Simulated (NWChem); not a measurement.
MgSiH$_{3}$OCl; SMILES [O]([Mg][Cl])[SiH3]

```xyz
7

Mg     0.1074    -0.8464    -0.0011
Cl     0.3506    -3.0359     0.0003
O     -0.0911     0.9423    -0.0022
Si    -0.2727     2.5870    -0.0032
H     -1.0702     3.0449    -1.2005
H      1.0669     3.2817    -0.0480
H     -0.9939     3.0549     1.2378
```
Atoms are numbered in this order, from 1.

Results from NWChem. Pople sets run with spherical d functions. All runs use the structure optimised with PBE-D3(BJ)/def2-SVP. Vertical excitations in the gas phase; the lowest state need not have the same character in each row.

```tsv
level	lowest excitation, singlet (eV)	oscillator strength of that lowest state	lowest state with f > 0.02, singlet (eV)	oscillator strength of that bright state	orbital gap (eV)
PBE/6-31G*, full TDDFT	4.28	0.014	5.09	0.037	4.22
B3LYP/6-31G*, full TDDFT	4.92	0.013	5.51	0.048	5.91
PBE0/6-31G*, full TDDFT	5.19	0.014	5.81	0.051	6.45
CAM-B3LYP/6-31G*, full TDDFT	(withheld)	0.012	(withheld)	(withheld)	(withheld)
```

Task: Complete the blanks.

Result: 
- CAM-B3LYP/6-31G*, full TDDFT, lowest excitation, singlet (eV): 5.45
- CAM-B3LYP/6-31G*, full TDDFT, lowest state with f > 0.02, singlet (eV): 5.95
- CAM-B3LYP/6-31G*, full TDDFT, oscillator strength of that bright state: 0.062
- CAM-B3LYP/6-31G*, full TDDFT, orbital gap (eV): 8.64
